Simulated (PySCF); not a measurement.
# Polarisability and C₆ of Zr+ (zirconium, charge +1)

[Kr] 4d2 5s1, high-spin 4F determinant. Calculation: PySCF 2.14, in dyall-av2z; the non-relativistic Hamiltonian (point nucleus). Coupled (time-dependent) response in atomic units; α is the mean over directions. A double-zeta set is small for polarisabilities.

```
method  mean α (bohr³)  C₆ (like pair)  S(−4)
revPBE           64.26           551.0   2808
```

S(−4) is the Cauchy moment in α(ω) = α(0) + S(−4) ω² + …

Spin-orbit coupling is absent.

α(iu) at revPBE:

```
u (hartree)  α(iu) (bohr³)
          0          64.26
     0.0500          58.04
      0.100          45.68
      0.200          26.89
      0.300          17.76
      0.500          10.20
      0.750          6.507
       1.00          4.663
       1.50          2.791
       2.00          1.855
       3.00         0.9787
       5.00         0.4058
```

A single London oscillator, α(iu) = α/(1 + u²/ω²), gives C₆ = (3/4) ω α². Matching the computed C₆ needs ω = 4 × 551.0 / (3 × 64.26²) = 0.178 hartree.

For an ion, C₆ is the dispersion term alone; charge-induced terms of lower order in 1/R come first.

A non-relativistic calculation at this Z misses sizeable relativistic shifts.
